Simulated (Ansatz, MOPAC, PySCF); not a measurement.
Dimer: CH4 (SMILES C) (first 5 atoms) with C3H6 (SMILES C=CC); geometry from B3LYP-D3(BJ)/def2-TZVP, rigid monomers moved along the line of their centres of mass till H5···C7 is 4.26 Å.
(charge 0, multiplicity 1):
```xyz
14

C     -0.1534     0.0077     0.5017
H     -1.1901    -0.2810     0.6712
H      0.2313    -0.5192    -0.3707
H     -0.1019     1.0818     0.3264
H      0.4421    -0.2475     1.3765
C      0.9922    -1.0080     5.5387
C      0.6056     0.2595     5.6050
C     -0.7694     0.7581     5.2946
H      0.3061    -1.7947     5.2446
H      2.0056    -1.3060     5.7749
H      1.3304     1.0128     5.9032
H     -0.7465     1.4841     4.4771
H     -1.4340    -0.0573     5.0068
H     -1.2047     1.2692     6.1581
```

Counterpoise-corrected where a basis set is named; no monomer relaxation. Rows marked so take none.

Correlated levels freeze the cores. Rows in 3-21G, 6-31G*, STO-3G carry no dispersion term and start afresh at each structure (6-31G* with six Cartesian d functions). The state that PM7 reach isn't checked; PM7 holds dispersion and hydrogen-bond terms.

Programs: Ansatz (Gaussian basis) for Hartree–Fock, density functionals and correlated methods; MOPAC for PM7 (differences of heats of formation); PySCF for 3-21G rows, 6-31G* rows, STO-3G rows, the dispersion terms. 

Other levels give for the interaction energy: PBE/def2-TZVPPD -0.7; B3LYP/def2-TZVPPD 0.2; B3LYP-D3(BJ)/def2-TZVPPD -1.3; wB97M-V/def2-TZVPPD -1.4; CCSD(T)/aug-cc-pVDZ -1.4 kJ/mol.

Common cheap choices:

```json
[
 {"level": "PM7", "interaction energy (kJ/mol)": "-2.2"},
 {"level": "HF/STO-3G (no counterpoise)", "interaction energy (kJ/mol)": "-0.1"},
 {"level": "HF/3-21G (no counterpoise)", "interaction energy (kJ/mol)": "-0.5"},
 {"level": "HF/6-31G*", "interaction energy (kJ/mol)": "-0.1"},
 {"level": "BP86/6-31G* (no counterpoise)", "interaction energy (kJ/mol)": "0.2"},
 {"level": "B3LYP/3-21G (no counterpoise)", "interaction energy (kJ/mol)": "-0.3"},
 {"level": "B3LYP/6-31G*", "interaction energy (kJ/mol)": "0.1"},
 {"level": "B3LYP/6-31G* (no counterpoise)", "interaction energy (kJ/mol)": "-0.3"}
]
```

Ansatz is a quantum-chemistry and plane-wave program.
